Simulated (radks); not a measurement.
Spherical quantum dot in the effective-mass picture: electrons in a hard-walled sphere of radius 2.31, with a point charge +2 (a donor) at the centre, all in effective atomic units (hartree* = m*/eps^2 hartree, bohr* = eps/m* bohr), one dielectric constant everywhere. Calculated with a radial shooting solver with Libxc functionals: non-relativistic Kohn-Sham, r2SCAN, spin-polarised, spherical densities, generalised Kohn-Sham scheme. Levels are named by radial order and angular momentum (1s, 1p, 1d, 2s, ...), and open shells are averaged over m. Results are scaled to m* = 0.256 and eps = 11.4, for which hartree* = 53.6 meV and bohr* = 2.356 nm.

N = 21, configuration 1s2 1p6 1d10 2s2 1f(up 1, down 0). This is the lowest configuration that the search found. Occupied and some empty levels:

| level | occupation | eigenvalue (meV) | <r> (nm) |
|---|---|---|---|
| 1s up | 1 | 614.08 | 2.994 |
| 1s down | 1 | 614.95 | 2.975 |
| 1p up | 3 | 656.73 | 3.584 |
| 1p down | 3 | 658.20 | 3.578 |
| 1d up | 5 | 710.58 | 3.783 |
| 1d down | 5 | 712.34 | 3.780 |
| 2s up | 1 | 722.37 | 2.291 |
| 2s down | 1 | 723.17 | 2.306 |
| 1f up | 1 | 780.41 | 3.923 |
| 1f down | 0 | 782.38 | 3.922 |
| 1g up | 0 | 865.38 | 4.034 |
| 1g down | 0 | 867.51 | 4.033 |
| 2p up | 0 | 868.79 | 2.762 |
| 2p down | 0 | 869.51 | 2.766 |
| 2d up | 0 | 989.87 | 3.071 |
| 2d down | 0 | 990.80 | 3.072 |

Energy (meV): total 7694.55, kinetic 3223.6, external -1840.7, Hartree 7103.5, exchange-correlation -791.77.

Electron density:

| r (nm) | n(r) (e/nm^3) |
|---|---|
| 0.418 | 0.2357 |
| 0.825 | 0.1210 |
| 1.23 | 0.06518 |
| 1.64 | 0.04025 |
| 2.05 | 0.03315 |
| 2.45 | 0.03659 |
| 2.86 | 0.04526 |
| 3.27 | 0.05358 |
| 3.67 | 0.05593 |
| 4.08 | 0.04804 |
| 4.49 | 0.03063 |
| 4.89 | 0.01158 |
| 5.30 | 0.0007664 |
